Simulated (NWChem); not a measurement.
System: AlPH₄; SMILES [AlH2][PH2]

```xyz
6

Al    -0.0161     1.2050     0.0000
H     -0.0736     1.9840    -1.3845
H     -0.0736     1.9840     1.3845
P     -0.0889    -1.1316     0.0000
H      0.8453    -1.3298    -1.0561
H      0.8453    -1.3298     1.0561
```
Atoms are numbered in this order, from 1.

Geometry: optimised at B3LYP/6-31G* (spherical d).

Symmetry labels are those of Cs in the frame above (b1 and b2, or b-type labels, depend on it).

**Question.** List the 4 lowest vertical singlet excitations from PBE0/def2-SVPD, TDA (NWChem).

**Answer.** 
```tsv
state	energy (eV)	oscillator strength	symmetry	leading excitation (squared amplitude)
S1	4.48	0.035	a'	HOMO → LUMO (0.94)
S2	5.44	0.000	a"	HOMO−1 → LUMO (1.00)
S3	5.97	0.001	a'	HOMO−2 → LUMO (0.78)
S4	6.00	0.002	a"	HOMO → LUMO+2 (0.98)
```
